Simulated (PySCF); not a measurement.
Computed shifts of a molecule CH4ClFOSi, PBE/pcSseg-1 run with PySCF, GIAO, gas phase, equivalent atoms averaged, in ppm (number of nuclei): ¹³C: 62.1 (1). ²⁹Si: 12.4 (1). ¹⁹F: -178.2 (1). ¹H: 5.78 (1), 4.15 (1), 4.02 (1), -0.58 (1). References: ¹⁷O against H2O (σ = 334.3 ppm); ¹³C against TMS (σ = 182.0 ppm); ²⁹Si against TMS (σ = 335.4 ppm); ¹⁹F against CFCl3 (σ = 133.6 ppm); ³⁵Cl against HCl (σ = 936.5 ppm); ¹H against TMS (σ = 31.49 ppm), references at their B3LYP-D3(BJ)/def2-TZVP geometries, non-relativistic (without spin–orbit terms, shifts of atoms bonded to Cl or Br come out too high). The structure is a stationary point at B3LYP-D3(BJ)/def2-SVP. One conformer was computed; it need not be the lowest.

### Question
Pick the molecule that these values belong to.
(A) O[Si@@H](Cl)CF
(B) OC[Si@@H](F)Cl
(C) CO[Si@H](F)Cl
(D) C[Si@](O)(F)Cl

### Answer
B, OC[Si@@H](F)Cl
